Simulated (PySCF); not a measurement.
## Magnetic susceptibility: SMILES C/C=C\P(C)(C)=[Se], C5H11PSe

Cartesian coordinates in Å; atom numbers follow the order of the lines, from 1:
```xyz
18

C     2.466    0.065    0.326
C     1.733   -0.715   -0.701
C     0.414   -0.859   -0.758
P    -0.763   -0.187    0.446
C    -2.371   -0.727   -0.240
C    -0.785    1.636    0.214
Se   -0.531   -0.781    2.451
H     2.901    0.961   -0.118
H     1.802    0.351    1.139
H     3.283   -0.530    0.731
H     2.348   -1.193   -1.456
H    -0.045   -1.468   -1.527
H    -2.401   -1.816   -0.224
H    -2.514   -0.363   -1.256
H    -3.161   -0.349    0.408
H    -0.862    1.888   -0.842
H     0.121    2.065    0.634
H    -1.643    2.027    0.760
```

Computed with PySCF 2.14.0, GIAO B3LYP/pcSseg-1 magnetisability, rotational g tensor and spin-rotation constants, non-relativistic, gas phase. Geometry: GFN2-xTB.

The calculation is non-relativistic, which matters for the atoms heavier than Zn.

Q: How diamagnetic is it, and how anisotropic?

A: Isotropic -1672 × 10⁻³⁰ J/T², or -100.7 × 10⁻⁶ cm³/mol; principal values -1778, -1636, -1603 × 10⁻³⁰ J/T², anisotropy 161 × 10⁻³⁰ J/T² (root of half the summed squared differences of the principal values). The susceptibility is in cgs units.

Q: Split it along the inertial axes a, b, c into diamagnetic and paramagnetic parts about the centre of mass, with the quadrupole moment.

A: 
```tsv
axis	χ (10⁻⁶ cm³/mol)	diamagnetic (10⁻⁶ cm³/mol)	paramagnetic (10⁻⁶ cm³/mol)	summed x² of all electrons (Å²)	quadrupole Θ (D Å)
a	-100.0	-890.1	790.1	200.8	-2.15
b	-101.7	-1131.5	1029.8	143.9	+3.74
c	-100.4	-1462.8	1362.4	65.9	-1.59
```
Anisotropies 2χaa − χbb − χcc = +2.2 and 2χbb − χaa − χcc = -3.0 × 10⁻⁶ cm³/mol. Θ is traceless in Buckingham's convention.

Q: And the rotational g tensor?

A: 
| axis | rotational constant (GHz) | g | nuclear part | electronic part |
| --- | --- | --- | --- | --- |
| a | 1.6514 | -0.0075 | 0.6054 | -0.6129 |
| b | 1.1435 | -0.0062 | 0.5471 | -0.5532 |
| c | 0.8655 | -0.0039 | 0.5500 | -0.5540 |

Asymmetric top; isotopes 12C, 1H, 31P, 80Se; no vibrational averaging.
